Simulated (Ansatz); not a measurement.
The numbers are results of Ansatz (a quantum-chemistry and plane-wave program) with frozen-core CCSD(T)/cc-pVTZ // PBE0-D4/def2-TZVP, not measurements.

Ansatz 0.2 input:
```yaml
crystal:
  periodic: [false, false, false]
  atoms:
    - { symbol: B, position_ang: [1.810546, -0.114403, 0.210861] }
    - { symbol: C, position_ang: [0.475065, 0.243727, -0.493417] }
    - { symbol: C, position_ang: [-0.76182, -0.421119, 0.003413] }
    - { symbol: C, position_ang: [-1.868786, 0.208409, 0.372335] }
    - { symbol: H, position_ang: [2.763968, 0.599198, 0.088852] }
    - { symbol: H, position_ang: [1.929257, -1.143518, 0.812327] }
    - { symbol: H, position_ang: [0.717706, -0.142624, -1.508436] }
    - { symbol: H, position_ang: [0.333335, 1.318864, -0.63768] }
    - { symbol: H, position_ang: [-0.717411, -1.505281, 0.089478] }
    - { symbol: H, position_ang: [-2.727416, -0.332315, 0.752276] }
    - { symbol: H, position_ang: [-1.954442, 1.289061, 0.309988] }
basis:
  gaussian: { orbitals: cc-pVTZ }
correlation:
  method: ccsd_t
```

Output:

```
Functional definition: HF
1226 factors; integrals over basis functions are off by at most 1.0e-3 eV
mean field evaluation 1: about -3871.1147 eV, gradient 3.1e1 eV
mean field evaluation 2: about -3871.1154 eV, gradient 3.1e1 eV
mean field evaluation 4: about -3874.0109 eV, gradient 3.3e0 eV
mean field evaluation 8: about -3874.0522 eV, gradient 2.4e-4 eV
mean field evaluation 16: about -3874.0506 eV, gradient 6.4e-1 eV
mean field -3874.05217365 eV, -142.3687914549 hartree, gradient 1.9e-6 eV, S^2 0.000000; 0 other end points of the search recorded, 0 dependent functions left out
4 core orbitals not correlated
reference -3874.05217365 eV, -142.3687914549 hartree; 11, 11 occupied and 203, 203 virtual orbitals, 1226 factors
second order -16.36923953 eV of doubles, -0.00000000 eV of singles
cycle   1  -17.06343528 eV  change   -6.9e-1 eV  update   8.4e-2
cycle   2  -17.51871506 eV  change   -4.6e-1 eV  update   2.6e-2
cycle   3  -17.59103658 eV  change   -7.2e-2 eV  update   1.1e-2
cycle   4  -17.58745979 eV  change    3.6e-3 eV  update   3.1e-3
cycle   5  -17.58789840 eV  change   -4.4e-4 eV  update   1.1e-3
cycle   6  -17.58790968 eV  change   -1.1e-5 eV  update   3.3e-4
cycle   7  -17.58784017 eV  change    7.0e-5 eV  update   1.2e-4
cycle   8  -17.58785109 eV  change   -1.1e-5 eV  update   5.3e-5
cycle   9  -17.58785155 eV  change   -4.6e-7 eV  update   2.1e-5
perturbative correction -0.72518686 eV, -0.0266501255 hartree
Total energy: -3892.36521207 eV, -143.0417832035 hartree
```

Cost: about 100 core-seconds (a rough figure).
